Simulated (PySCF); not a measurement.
How methods differ on the ionisation energy of K

K [Ar] 4s1 (2S) → K+ [Ar] (1S), as a difference of total energies. Computed with PySCF 2.14 in x2c-TZVPPall with one added diffuse shell each of s, p, d type (7s5p4d, 42 functions), with the spin-free X2C one-electron Hamiltonian (Gaussian nucleus). Correlated levels: valence and next inner shell: [Ne] frozen. The calculations carry no spin-orbit coupling.

| method | ionisation energy (eV) | error (eV) |
| --- | --- | --- |
| UHF | 4.023 | -0.318 |
| MP2 (valence and next inner shell) | 4.256 | -0.085 |
| SCS-MP2 (valence and next inner shell) | 4.208 | -0.133 |
| CCSD (valence and next inner shell) | 4.255 | -0.086 |
| CCSD(T) (valence and next inner shell) | 4.266 | -0.075 |
| CCSDT (valence and next inner shell) | 4.267 | -0.074 |

Reference: 4.341 eV (measured; NIST Atomic Spectra Database, ionization energies).

Errors of the correlated levels include the incompleteness of this basis and the frozen core.
